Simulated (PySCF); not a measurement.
In₂Cl⁺: one-bond stretch

These are results of PySCF, PBE0, basis Cl def2-TZVP, In def2-TZVP with ECP28 (scalar-relativistic core potentials, no spin–orbit coupling, density fitting), not measurements.

Rigid scan from the singlet minimum (Cl–In 2.654 Å (×2); In–Cl–In 180.0°). Coordinate: the bond from Cl to the last atom (In) scaled, the rest fixed. Energies in kJ/mol from the minimum.

| scale of one bond | E (kJ/mol) | dipole size (D, about the centre of mass) |
| --- | --- | --- |
| 0.92 | 11.5 | 1.46 |
| 0.96 | 2.5 | 0.73 |
| 1.00 | 0.0 | 0.00 |
| 1.05 | 2.7 | 0.89 |
| 1.12 | 12.4 | 2.09 |
| 1.20 | 26.9 | 3.39 |
| 1.35 | 53.9 | 5.64 |
| 1.55 | 81.4 | – |
| 1.80 | 103.3 | – |
| 2.20 | 122.1 | – |

At long bonds a restricted determinant can lie too high, and another spin state can fall below this curve.

Other isomers or separated fragments may lie lower.
